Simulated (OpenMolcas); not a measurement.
## Ir6+: moving or changing the point charges

Ir6+ among 6 point charges of -1 e arranged as a tetragonal octahedron (D4h), 1.86 Å from the ion, with the axial distance 2.176 Å.
```
   1.8600    0.0000    0.0000  -1.00
   0.0000    1.8600    0.0000  -1.00
  -1.8600    0.0000    0.0000  -1.00
   0.0000   -1.8600    0.0000  -1.00
   0.0000    0.0000    2.1762  -1.00
   0.0000    0.0000   -2.1762  -1.00
```

```yaml
Program: OpenMolcas 26.06
Method: "SS-CASPT2, IPEA 0.25 Eh, imaginary shift 0.1 Eh (closed shells correlated: 5s 5p)"
Basis: ANO-RCC-VDZP [7s6p4d2f]
Scalar_Hamiltonian: DKH2, point nucleus
Active_space: 3 electrons in 5 orbitals (5d)
State_averaging: 2S+1 = 4 even, 10 roots; 2S+1 = 2 even, 40 roots
Spin-orbit_coupling: state interaction with AMFI integrals over the reference wave functions
```

Runs around this geometry, states (labels of D4, the rotations of D4h). Energies in cm-1 above the lowest state or level, χT in cm3 K/mol.

```json
{"R (Å)": "1.86", "q (e)": "-0.8", "Axial / equatorial distance": "1.17", "Ground state": "4B1", "First state of that spin": "4E 2500", "First gap with spin-orbit (degeneracies)": "1100 (2, 2)", "χT at 300 K": "0.102", "First state of another spin": "2A1 16030"}
{"R (Å)": "1.72", "q (e)": "-1", "Axial / equatorial distance": "1.17", "Ground state": "4B1", "First state of that spin": "4E 4530", "First gap with spin-orbit (degeneracies)": "1470 (2, 2)", "χT at 300 K": "0.106", "First state of another spin": "2A1 16310"}
{"R (Å)": "1.86", "q (e)": "-1", "Axial / equatorial distance": "1.17", "Ground state": "4B1", "First state of that spin": "4E 2970", "First gap with spin-orbit (degeneracies)": "1320 (2, 2)", "χT at 300 K": "0.101", "First state of another spin": "2A1 16120"}
{"R (Å)": "2.02", "q (e)": "-1", "Axial / equatorial distance": "1.17", "Ground state": "4B1", "First state of that spin": "4E 1960", "First gap with spin-orbit (degeneracies)": "1110 (2, 2)", "χT at 300 K": "0.101", "First state of another spin": "2A1 15860"}
{"R (Å)": "1.86", "q (e)": "-1", "Axial / equatorial distance": "1.26", "Ground state": "4B1", "First state of that spin": "4E 2290", "First gap with spin-orbit (degeneracies)": "1770 (2, 2)", "χT at 300 K": "0.097", "First state of another spin": "2A1 15820"}
```

Taking the first state of the same spin as R^-n, n = -ln(1960 / 4530) / ln(2.02 / 1.72) = 5.2 between the shortest and longest distance.

Scaling the charges by -0.8 / -1 = 0.80 scales the first state of the same spin by 2500 / 2970 = 0.84; with fixed orbitals a first-order splitting would follow the charge.

Free-ion shares, where given, are those of the reference states; single-state CASPT2 does not remix them. Spin-orbit coupling mixes the spin-free states strongly: the lowest level takes only 37 % from its leading state, 4E, which lies 2496 cm-1 above the lowest spin-free state (figures for R = 1.86, q = -0.8, ratio = 1.17; the like holds for R = 1.72, q = -1, ratio = 1.17, R = 1.86, q = -1, ratio = 1.17, R = 2.02, q = -1, ratio = 1.17, R = 1.86, q = -1, ratio = 1.26). The ground term spreads over less than 5000 cm-1, several times less than with real ligands, so orbital moments are less quenched and χT lies further from the spin-only value than at real sites (holds for R = 2.02, q = -1, ratio = 1.17). This is an electrostatic model: the charges have no orbitals. No measured value stands beside these numbers.
